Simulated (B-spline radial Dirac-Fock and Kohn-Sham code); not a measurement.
# Core-level shifts of bromine with charge state

These are calculated numbers from a radial finite-basis atomic code; the model is Dirac-Fock (average of configuration) total-energy differences with a finite nucleus, the Breit interaction including its frequency dependence, and self-energy and vacuum-polarisation corrections. Each ion is free and in its tabulated ground configuration. No correlation.

Reference: Br⁵⁺, [Ar] 3d10 4s2, with 1s 13560.2 eV, 2s 1873.2 eV, 2p1/2 1682.3 eV, 3p1/2 275.4 eV, 3p3/2 268.4 eV, Kα1 (K-L3) 11924.6 eV, Kβ1 (K-M3) 13291.8 eV. Shifts from it, in eV (a dash: the subshell is empty, belongs to an open shell averaged over j, or its hole state is left out as unreliable):

```csv
ion,configuration,1s,2s,2p1/2,3p1/2,3p3/2,Kα1,Kβ1
Br⁶⁺,[Ar] 3d10 4s1,+20.6,+19.8,+20.2,+19.4,+19.4,+0.40,+1.23
Br⁷⁺,[Ar] 3d10,+42.7,+41.0,+41.5,+39.7,+39.7,+1.17,+2.97
Br⁸⁺,[Ar] 3d9,+84.1,+83.0,+83.5,+74.2,+74.0,+0.57,+10.06
Br⁹⁺,[Ar] 3d8,+128.1,+127.6,+128.1,+110.3,+109.9,+0.04,+18.23
Br¹⁰⁺,[Ar] 3d7,+174.7,+174.6,+175.1,+147.9,+147.2,-0.40,+27.47
Br¹¹⁺,[Ar] 3d6,+223.8,+224.0,+224.6,+186.9,+185.9,-0.73,+37.82
Br¹²⁺,[Ar] 3d5,+275.4,+275.7,+276.4,+227.3,+226.1,-0.93,+49.26
Br¹³⁺,[Ar] 3d4,+329.4,+329.7,+330.6,+269.0,+267.6,-0.98,+61.82
Br¹⁴⁺,[Ar] 3d3,+386.0,+386.0,+387.1,+312.2,+310.5,-0.87,+75.50
Br¹⁵⁺,[Ar] 3d2,+445.0,+444.5,+445.9,+356.7,+354.7,-0.57,+90.30
```

Over this range K (1s) moves by +445.0 eV and Kα1 by -0.6 eV: a line is a difference of two levels that shift in the same direction.
